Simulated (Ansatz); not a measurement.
`[OH][GeH2][Br]` → `[GeH][Br]` + H₂O  (germylene formation by 1,1-elimination)

Computed with Ansatz on PBE0-D4/def2-TZVP structures; ΔE is electronic, products minus reactants. CCSD(T)/CBS adds triple-zeta CCSD(T) − MP2 to the extrapolated MP2 energy (def2 sets, frozen cores). This one scheme is used for every species. Functionals use def2-TZVPP. HSE06 is defined as in plane-wave codes. For Br, Ge outer-core shells are correlated without core-valence functions, which leaves a few kJ/mol of doubt a bond. Scalar relativity is left out up to krypton. One conformer a species, not always the lowest.

`[OH][GeH2][Br]`:

Cartesian coordinates in Å:
```
O 0.252 -1.401 -0.014
Ge -0.232 0.280 -0.251
Br 1.414 1.669 0.587
H 0.398 -1.626 0.908
H -1.511 0.609 0.533
H -0.320 0.469 -1.763
```

`[GeH][Br]`:

Cartesian coordinates in Å:
```
Ge -0.304 0.833 -0.243
Br 1.165 -0.900 -0.802
H -0.861 0.067 1.045
```

H₂O:

Z-matrix (Å, degrees):
```
O
H 1 0.960
H 1 0.960 2 105.1
```

**Question.** Is it downhill or uphill in electronic energy at CCSD(T)/CBS, and by how much? (Best estimate.)

**Answer.** The calculation gave: Uphill: ΔE = +1.44 eV.

**Question.** What do these levels give: HSE06-D4, BHLYP-D4, ωB97M-V, PBE-QIDH, revPBE, MP2/CBS(def2)? (Estimate.)

**Answer.** The calculation gave: HSE06-D4 1.48, BHLYP-D4 1.46, ωB97M-V 1.42, PBE-QIDH 1.68, revPBE 1.13, MP2/CBS(def2) 1.58 eV.

Largest T1 diagnostic among the species: 0.011.

From PBE to PBE0 (25 % exact exchange), in def2-TZVPP and without D4, ΔE moves by +0.15 eV. In def2-TZVPP, CCSD(T) changes the Hartree–Fock value by +0.14 eV (the triples alone add +0.02 eV) and MP2 by +0.28 eV. The D4 term adds +0.08 eV with B3LYP and +0.04 eV with PBE0; it sums over pairs of atoms, weighted by their polarisabilities, and B3LYP, whose exchange is more repulsive, gets the larger term.

B3LYP here is the variant with VWN-RPA as its local correlation; programs differ in this.
